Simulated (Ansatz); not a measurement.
Reactions of H₈N₂O₂Si₂, SMILES `N[SiH2]O[SiH](N)O`.

Calculated with Ansatz (gas phase, PBE0-D4/def2-TZVP geometries, no zero-point term in ΔE). CCSD(T)/CBS adds triple-zeta CCSD(T) − MP2 to the extrapolated MP2 energy (def2 sets, frozen cores). This one scheme is used for every species. Functionals use def2-TZVPP. B3LYP here is the variant with VWN-RPA as its local correlation; programs differ in this. Open shells (•) are unrestricted, without spin–orbit coupling. For Se outer-core shells are correlated without core-valence functions, which leaves a few kJ/mol of doubt a bond. Scalar relativity is left out up to krypton. Each species was taken in one conformer, which may not be the lowest.

```tsv
reaction	B2PLYP (kJ/mol)	HF/CBS(def2) (kJ/mol)	ωB97M-V (kJ/mol)	B3LYP-D4 (kJ/mol)
`N[SiH2]O[SiH](N)O` → `N[SiH](O)O` + `N[SiH]`	276	286	280	280
`N[SiH2]O[SiH](N)O` + `N[SiH](O)Cl` → `N[SiH2]O[SiH](N)Cl` + `N[SiH](O)O`	2	-3	4	2
`N[SiH2]O[SiH](N)O` → `[OH]`• + `N[SiH]O[SiH2]N`•	567	439	587	557
`N[SiH2]O[SiH](N)O` + HCl → `N[SiH2]O[SiH](N)Cl` + H₂O	7	6	5	4
`N[SiH2]O[SiH](N)O` + `OBF` → `N[SiH2]OBF` + `N[SiH](O)O`	19	12	24	25
`N[SiH2]O[SiH](N)O` → `N[SiH]([O])O`• + `N[SiH2]`•	563	446	582	554
`N[SiH2]O[SiH](N)O` + `[AlH2][SeH]` → `N[SiH2][AlH][SeH]` + `N[SiH](O)O`	137	156	144	137
`N[SiH2]O[SiH](N)O` + H–F → `N[SiH2]O[SiH](N)F` + H₂O	-48	-60	-44	-46
`N[SiH2]O[SiH](N)O` + H₂ → `N[SiH2]O[SiH2]N` + H₂O	98	84	106	104
`N[SiH2]O[SiH](N)O` + `C[SiH2]O` → `C[SiH2]O[SiH2]N` + `N[SiH](O)O`	-3	-10	2	1
```

Task: Give the CCSD(T)/CBS values in the same order. (An estimate is asked.)

Result: The calculation gave: 286, 3, 589, 3, 22, 592, 136, -45, 102, 0 kJ/mol.

Largest T1 diagnostic: 0.015, for `N[SiH2]`•.
